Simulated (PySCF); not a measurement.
Correlation energy of Sc (scandium, neutral)

[Ar] 3d3, high-spin 4F determinant (an excited configuration). All numbers are calculated (PySCF 2.14, no relativity, point nucleus, in def2-QZVPPD (11s6p5d3f2g, 93 functions)). Frozen: [Ne]; 11 electrons correlated.

```tsv
level	correlation energy (mhartree)
CCSD	-308.67
(T)	-11.73
CCSD(T)	-320.40
```

Diagnostics: T1 = 0.013, D1 = 0.0328, largest double amplitude 0.052.

Cost of the coupled-cluster step: of the order of 60 core-seconds, for 11 correlated electrons.

This basis was not built for core-valence correlation, so the inner-shell part is incomplete.
